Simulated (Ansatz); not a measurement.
**How methods differ on SbH3 (SMILES [H][Sb]([H])[H])**

SbH3: 4 atoms, total charge 0, spin state singlet. As SMILES, `[H][Sb]([H])[H]`. Geometry: a GFN2-xTB relaxation, a rough one for these elements and not checked as a minimum.

```tsv
atom	x (Å)	y (Å)	z (Å)
Sb	-0.0054	0.0070	0.7453
H	1.3628	-0.0310	-0.2384
H	-0.6566	1.1911	-0.2614
H	-0.7008	-1.1671	-0.2455
```

Each level gives the energy change with the Sb1–H3 bond stretched from 1.685 to 4.213 Å (eV). The values are calculated.

```
                      level                    kind  program  value (eV)  less FCI/STO-3G  CPU time (all runs)
 revPBE/STO-3G (restricted)                     GGA   Ansatz        5.80            +2.03                3.2 s
 r2SCAN/STO-3G (restricted)                meta-GGA   Ansatz        6.32            +2.55                9.6 s
   PBE0/STO-3G (restricted)           global hybrid   Ansatz        6.80            +3.03                2.5 s
  HSE06/STO-3G (restricted)  range-separated hybrid   Ansatz        6.73            +2.96                3.1 s
wB97M-V/STO-3G (restricted)  range-separated hybrid   Ansatz        7.67            +3.90                 29 s
RPA@PBE/STO-3G (restricted)                     RPA   Ansatz        4.67            +0.90                4.3 s
    MP2/STO-3G (restricted)     perturbation theory   Ansatz        4.63            +0.86               0.57 s
   CCSD/STO-3G (restricted)   coupled cluster or CI   Ansatz        3.75            -0.02               0.59 s
                 FCI/STO-3G      exact in the basis   Ansatz        3.77             0.00               0.93 s
```

FCI/STO-3G is exact within its basis and frozen core, so for wave-function methods in that basis the difference is their error; functionals converge differently with the basis, so for them it is only a difference. All-electron rows without a relativistic Hamiltonian named are non-relativistic. The first shape isn't each level's own minimum. The values span 3.75 to 7.67 eV. All rows use very small basis sets, so none should be taken for the real molecule's value. In the correlated wave-function rows the outer d shell of Sb is correlated, in sets not made for it. Times are those of the runs behind each value, whatever else they computed, on shared processors of several kinds: orders of magnitude only.
